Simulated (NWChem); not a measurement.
Species: C₃HBrF₂; SMILES FC(F)=C=CBr

```xyz
7

F      0.2480    -2.7843     1.0757
C     -0.0174    -2.0849     0.0000
F      0.2480    -2.7843    -1.0757
C     -0.4952    -0.8675     0.0000
C     -0.9507     0.3524     0.0000
Br     0.1550     1.8871     0.0000
H     -2.0151     0.6083     0.0000
```
Atoms are numbered in this order, from 1.

Level: PBE0/def2-SVP (NWChem), optimised geometry, unscaled harmonic frequencies. This build's default masses of Se (78.918 u) and Br (79.917 u) are each other's, which moves their modes by up to 0.6 %.

| frequency (cm⁻¹) | IR intensity (km/mol) |
|---|---|
| 89 | 0.0 |
| 109 | 0.0 |
| 253 | 0.7 |
| 342 | 0.5 |
| 545 | 18.1 |
| 613 | 12.9 |
| 615 | 11.1 |
| 674 | 75.6 |
| 833 | 17.8 |
| 867 | 132.7 |
| 1202 | 91.0 |
| 1342 | 285.5 |
| 1496 | 196.7 |
| 2133 | 578.8 |
| 3207 | 0.7 |

```yaml
zero_point_energy: 20.5 kcal/mol
thermal correction to the enthalpy at 298.15 K (with zero-point energy): 24.8 kcal/mol
heat capacity Cv: 18.8 cal/(mol K)
entropy at 298.15 K and 1 atm (symmetry number 1): 81.7 cal/(mol K)
dipole_moment: 1.00 D
```

Rigid rotor and harmonic oscillator; modes under 100 cm⁻¹ make the entropy uncertain.
